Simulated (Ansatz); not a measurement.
CH$_{4}$AlGaO (`[OH][Al]1[CH2][GaH]1`), charge 0, multiplicity 1.

(1) Give a relaxed structure at PBE0-D4/def2-TZVP (Ansatz 0.2.0). (Estimate.)

Answers

(1) Ansatz gave: 
Z-matrix (Å, degrees):
```
C
Al 1 1.924
Ga 1 2.039 2 74.9
H 1 1.118 2 94.3 3 -94.7
H 1 1.090 2 140.9 3 138.5
O 2 1.693 1 138.8 3 -166.6
H 3 1.573 1 132.2 2 163.7
H 6 0.956 2 124.1 1 -178.8
```
